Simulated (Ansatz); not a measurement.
`C[O][GaH][SH]`. Total charge 0; spin multiplicity 1. Correlated methods include outer-core shells of Ga, which these sets cover unevenly. Scalar relativity is left out up to krypton.

```json
{"atom": "C1", "x (Å)": "-1.070", "y (Å)": "0.058", "z (Å)": "0.812"}
{"atom": "O2", "x (Å)": "-0.400", "y (Å)": "1.043", "z (Å)": "0.072"}
{"atom": "Ga3", "x (Å)": "1.021", "y (Å)": "0.733", "z (Å)": "-0.955"}
{"atom": "S4", "x (Å)": "1.773", "y (Å)": "-1.331", "z (Å)": "-1.066"}
{"atom": "H5", "x (Å)": "-0.422", "y (Å)": "-0.417", "z (Å)": "1.560"}
{"atom": "H6", "x (Å)": "-1.901", "y (Å)": "0.530", "z (Å)": "1.345"}
{"atom": "H7", "x (Å)": "-1.489", "y (Å)": "-0.731", "z (Å)": "0.175"}
{"atom": "H8", "x (Å)": "1.651", "y (Å)": "1.927", "z (Å)": "-1.711"}
{"atom": "H9", "x (Å)": "0.835", "y (Å)": "-1.812", "z (Å)": "-0.233"}
```

**Question.** Give the diagnostics of a CCSD(T)/def2-TZVPP run (frozen core, Ansatz). (Best estimate.)

**Answer.** Ansatz gave: T1 = 0.0141, largest single amplitude 0.038, largest double 0.031, (T) share of the correlation energy 4.0 %, 10 CCSD cycles. The RHF solution is stable towards an unrestricted one. T1 lies under the customary mark of 0.02 for closed shells.
